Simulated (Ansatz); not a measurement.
Geometry optimisation, RKS r2SCAN/def2-SVP (Ansatz 0.2.0).

Input:

```yaml
crystal:
  periodic: [false, false, false]
  atoms:
    - { symbol: O, position_ang: [-0.1775, 1.173, 1.0163] }
    - { symbol: C, position_ang: [-0.1103, 0.047, 0.2464] }
    - { symbol: Se, position_ang: [0.4522, -1.5457, 1.1915] }
    - { symbol: "N", position_ang: [-1.1912, -0.1461, -0.6376] }
    - { symbol: Al, position_ang: [0.3839, 0.2662, -1.594] }
    - { symbol: H, position_ang: [-0.8938, 1.028, 1.7068] }
    - { symbol: H, position_ang: [1.8731, -0.8919, 1.493] }
    - { symbol: H, position_ang: [-1.3689, -1.1615, -0.8055] }
    - { symbol: H, position_ang: [1.121, 1.1847, -2.6339] }
basis:
  gaussian: { orbitals: def2-SVP }
hamiltonian:
  xc: r2scan
relax:
  f_tol: 0.02
  max_steps: 50
```

Command:

```bash
$ ansatz run input.yaml --threads 2 --pin off --max-ram 3072MiB --backend cpu --events-out ev --progress --plain --runs-dir out
```

Where does it end, and by what steps?

The forces met the threshold. After 16 steps the energy has fallen by 1.220 eV; H8 moved furthest, 0.61 Å.

```tsv
step	energy less start (eV)	largest force component (eV/Å)	accepted
0	0.0000	2.482	yes
1	-0.5872	1.524	yes
2	-0.8262	1.076	yes
3	-0.9351	1.161	yes
4	-1.0416	1.048	yes
5	-1.1288	0.610	yes
6	-1.1710	0.378	yes
7	-1.1864	0.499	yes
8	-1.2079	0.295	yes
9	-1.2135	0.143	yes
10	-1.2107	0.262	no
11	-1.2172	0.060	yes
12	-1.2176	0.144	yes
13	-1.2195	0.188	yes
14	-1.2202	0.064	yes
15	-1.2204	0.033	yes
16	-1.2204	0.014	yes
```

```xyz
9
Properties=species:S:1:pos:R:3
O -0.299 1.063 1.131
C 0.073 0.129 0.178
Se 0.751 -1.543 1.076
N -0.901 -0.233 -0.849
Al 0.443 0.537 -1.675
H -0.848 0.606 1.794
H 1.625 -0.838 2.028
H -1.758 -0.736 -0.620
H 1.003 0.968 -3.081
```

The run took 64 s on 2 threads of Intel(R) Xeon(R) 6975P-C (Granite Rapids), on a shared host, peak memory 0.23 GiB.
